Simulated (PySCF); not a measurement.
CdFCl, SMILES [F][Cd][Cl].

The structure is a stationary point at B3LYP-D3(BJ)/def2-TZVP. The def2 effective core potentials stand for the cores of Cd; spin–orbit coupling is left out.

Computed with B3LYP-D3(BJ)/def2-TZVP in PySCF.

Frequencies are harmonic and unscaled.

Modes within 1.5 cm⁻¹ of each other (mostly degenerate sets) share a row, with their intensities summed.

Computed normal modes with their intensities:
```
mode  ν (cm⁻¹)  IR (km/mol)  moving atoms (share of kinetic energy)
----  --------  -----------  --------------------------------------
1–2        111         42.6                F 51 %, Cd 29 %, Cl 20 %
3          360          8.7                 Cl 77 %, Cd 14 %, F 9 %
4          586         78.9                         F 79 %, Cd 19 %
```
